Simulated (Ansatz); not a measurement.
A run for Ansatz (an electronic-structure program): R-CCSD(T)/aug-cc-pV(D+d)Z on CH5ClS (a complex), monomers drawn apart or pushed together. Files ending in .json are basis or fitting sets from the Basis Set Exchange.

Ansatz 0.2 input:
```yaml
crystal:
  periodic: [false, false, false]
  atoms:
    - {symbol: S, position_ang: [-1.99326862, -0.38723822, -0.43804603]}
    - {symbol: H, position_ang: [-1.26360320, 0.64389455, -0.89302091]}
    - {symbol: H, position_ang: [-0.90949051, -1.01259155, 0.05505483]}
    - {symbol: C, position_ang: [-0.56281195, -0.11895658, 2.88045499]}
    - {symbol: Cl, position_ang: [0.59855906, -1.15085608, 1.97384550]}
    - {symbol: H, position_ang: [-0.95743276, -0.70237522, 3.70648256]}
    - {symbol: H, position_ang: [-0.02555764, 0.75058599, 3.24608729]}
    - {symbol: H, position_ang: [-1.35508115, 0.17157755, 2.19670105]}
basis:
  gaussian:
    orbitals: aug-cc-pV_D+d_Z.json
magnetization: {spin_polarized: false}
correlation: {method: ccsd_t, electrons: outside_noble_gas}
scf: {lower_state_search: off}
```

It printed:

```
WARN ansatz: RAYON_NUM_THREADS=1 ignored (pool sized by the plan → 1); use --threads N
Functional definition: HF
these checks for a lower state are left out or cut short: stability, starts, cluster_reference, orbital_swaps, neighbouring_geometries, increment
integrals: 0.29 GiB planned
1269 factors; integrals over basis functions are off by at most 7.9e-4 eV
mean field: 0.40 GiB planned
mean field evaluation 1: about -24429.6171 eV, gradient 1.9e1 eV
mean field evaluation 2: about -24429.7025 eV, gradient 1.9e1 eV
mean field evaluation 4: about -24430.9881 eV, gradient 2.3e0 eV
mean field evaluation 8: about -24431.0134 eV, gradient 1.7e-1 eV
mean field -24431.01358166 eV, -897.8231891903 hartree, gradient 2.9e-6 eV, S^2 0.000000; 0 other end points of the search recorded, 0 dependent functions left out
11 core orbitals not correlated
reference -24431.01358166 eV, -897.8231891903 hartree; 11, 11 occupied and 110, 110 virtual orbitals, 1269 factors
second order -12.78885879 eV of doubles, -0.00000000 eV of singles
coupled cluster: 0.74 GiB planned
cycle   1  -13.83195796 eV  change    -1.0e0 eV  update   7.7e-2
cycle   2  -14.20478026 eV  change   -3.7e-1 eV  update   2.4e-2
cycle   3  -14.24884442 eV  change   -4.4e-2 eV  update   7.6e-3
cycle   4  -14.24795328 eV  change    8.9e-4 eV  update   1.9e-3
cycle   5  -14.24747994 eV  change    4.7e-4 eV  update   5.2e-4
cycle   6  -14.24737375 eV  change    1.1e-4 eV  update   1.7e-4
cycle   7  -14.24738526 eV  change   -1.2e-5 eV  update   5.2e-5
cycle   8  -14.24739871 eV  change   -1.3e-5 eV  update   1.8e-5
perturbative correction -0.43900935 eV, -0.0161332961 hartree
Total energy: -24445.69998972 eV, -898.3629047316 hartree
Checks for a lower state left out: stability, starts, cluster_reference, orbital_swaps, neighbouring_geometries, increment
```

Self-consistency was reached.

Cost: very roughly 23 core-seconds.
